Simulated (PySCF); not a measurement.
Te(Et)(SeH), SMILES [Te]([SeH])CC, singlet (B3LYP/def2-SVP optimised geometry):

```
10

Te     1.367    -0.735     0.000
C      1.691    -0.666    -2.180
C      1.148    -1.862    -2.945
H      2.787    -0.581    -2.258
H      1.255     0.283    -2.521
H      0.059    -1.959    -2.813
H      1.615    -2.803    -2.617
H      1.342    -1.743    -4.026
Se    -1.193    -0.735     0.000
H     -1.367     0.735     0.000
```

Computed with B3LYP/def2-TZVP, def2 effective core potentials past Kr (PySCF).

Question: What are the frontier orbital energies and the dipole moment?

Answer: HOMO-2 -8.20 eV, HOMO-1 -6.69 eV, HOMO -6.03 eV, LUMO -2.01 eV, LUMO+1 -0.56 eV; dipole moment 1.67 D.

On the same geometry PBE/def2-TZVP, def2 effective core potentials past Kr (PySCF) gives HOMO-2 -7.34 eV, HOMO-1 -5.83 eV, HOMO -5.20 eV, LUMO -2.58 eV, LUMO+1 -1.16 eV; dipole moment 1.64 D.
